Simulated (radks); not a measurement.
Ionisation of the neon ion Ne5+, [He] 2s2 2p1, to [He] 2s2 as the strength of local exchange is varied. Calculated with a radial shooting solver on a logarithmic mesh with Libxc functionals: scalar-relativistic Kohn-Sham, Slater X-alpha exchange (alpha = 2/3 is LDA exchange), no correlation, spin-polarised, spherical densities, finite nucleus; open shells are filled with parallel spins first; Fermi nuclear charge, rms radius 3.0055 fm.

| alpha | E(Ne5+) (hartree) | exchange (hartree) | IE (eV) | -e of the level emptied (eV) | <r> of it (bohr) |
|---|---|---|---|---|---|
| 0.667 | -115.04743 | -7.51580 | 156.37 | 140.71 (2p) | 0.6641 |
| 0.678 | -115.17144 | -7.64485 | 156.77 | 141.13 (2p) | 0.6633 |
| 0.735 | -115.81533 | -8.31621 | 158.87 | 143.32 (2p) | 0.6590 |
| 0.753 | -116.01913 | -8.52914 | 159.53 | 144.02 (2p) | 0.6577 |
| 0.756 | -116.05312 | -8.56468 | 159.65 | 144.13 (2p) | 0.6575 |
| 0.853 | -117.15537 | -9.72017 | 163.26 | 147.91 (2p) | 0.6504 |
| 0.866 | -117.30359 | -9.87601 | 163.75 | 148.42 (2p) | 0.6495 |
| 0.914 | -117.85184 | -10.45341 | 165.56 | 150.31 (2p) | 0.6460 |

NIST Atomic Spectra Database: 157.93 eV (measured). The Delta-SCF value meets it near alpha = 0.71. Open shells are spherical and high-spin; term and fine-structure splittings are not resolved.
